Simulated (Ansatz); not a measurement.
Harmonic frequencies (cm⁻¹) at PBE0-D4/def2-TZVP from Ansatz: 120, 146, 155, 176, 188, 202, 255, 288, 378, 405, 418, 452, 522, 536, 708, 743, 798, 1519, 1526, 3558, 3565, 3664, 3672, 3934.

Each molecule was computed in one conformer, which needn't be the lowest.

(1) Which molecule is it?
A. `C#[C][Ti]([F])([F])[C]#C`
B. `[NH2][Ti]([NH2])([OH])[Cl]`
C. `[OH][Ti]([OH])([OH])[Br]`
D. `[NH2][Ti]([NH2])([OH])[OH]`

## Answers

(1) B.
